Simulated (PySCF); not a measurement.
H4O2SiZn. Atoms are numbered in the order given.

```xyz
8

Zn     0.4106     0.1358     0.7200
O      0.8328     0.7565     2.3148
H      1.6579     1.2510     2.3458
O     -0.0553    -0.5929    -0.8139
Si    -1.1260    -0.4008    -2.0426
H     -2.5464    -0.5287    -1.5750
H     -0.8880    -1.4404    -3.0897
H     -0.9976     0.9472    -2.6917
```
Charge 0, spin multiplicity 1.

Coordinates come from a PBE0-D3(BJ)/def2-SVP optimisation. The structure was generated by enumeration; whether it is a known compound was not checked. Other conformers were not sampled.

Method: C-PCM-ωB97X/def2-SVP in PySCF 2.14.0.

The values are the electrostatic part of the solvation free energy, E(continuum) − E(gas) at the gas-phase geometry, in a cavity of scaled van der Waals radii (PySCF's table); cavitation and dispersion terms are not included. A continuum can't describe solvent molecules that bind to the metal. In vacuum the orbital gap is 11.41 eV. The dipole moment in vacuum is 1.78 D.

Problem. Estimate the values in water (ε = 78.36), chlorobenzene (ε = 5.70), N,N-dimethylformamide (ε = 37.22). (The exact figures need the calculation; the answer reports its results.)

Solution. 
```tsv
solvent	ε	ΔG(elec) (kcal/mol)	dipole (D)	gap (eV)
water	78.36	-18.8	2.22	11.77
chlorobenzene	5.70	-15.3	2.13	11.72
N,N-dimethylformamide	37.22	-18.5	2.22	11.77
```
